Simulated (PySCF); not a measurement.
## UHF on In (indium, neutral)

Configuration: [Kr] 4d10 5s1 5p2, high-spin 4P determinant (an excited configuration). All numbers are calculated (PySCF 2.14, a scalar-relativistic core potential, in aug-cc-pVTZ-PP with ECP28MDF).

```
Total energy                                                  : -189.104149 hartree
One-electron energy                                           : -333.8258 hartree
Hartree (Coulomb) energy                                      : 160.6111 hartree
Exchange energy                                               : -15.8894 hartree
⟨S²⟩                                                          : 3.7542
⟨L²⟩                                                          : 2.021
Sum of ⟨r⟩                                                    : 28.70 bohr
Sum of ⟨r²⟩                                                   : 59.41 bohr²
Traceless quadrupole moment −½Σ⟨3z² − r²⟩ along its main axis : 5.97 e·bohr²
```

| shell | electrons | mean orbital energy (eV) | spread (eV) | rms radius, mean of both spins (bohr) |
| --- | --- | --- | --- | --- |
| 4s α | 1 | -147.49 | 0 | 0.912 |
| 4s β | 1 | -147.15 | 0 | 0.912 |
| 4p α | 3 | -99.942 | 0.165 | 0.994 |
| 4p β | 3 | -99.784 | 0.378 | 0.994 |
| 4d α | 5 | -28.783 | 0.336 | 1.27 |
| 4d β | 5 | -28.464 | 0.484 | 1.27 |
| 5s α | 1 | -14.163 | 0 | 2.88 |
| 5p α | 2 | -6.746 | 0 | 3.71 |

Energies and moments cover only the electrons outside the core potential.
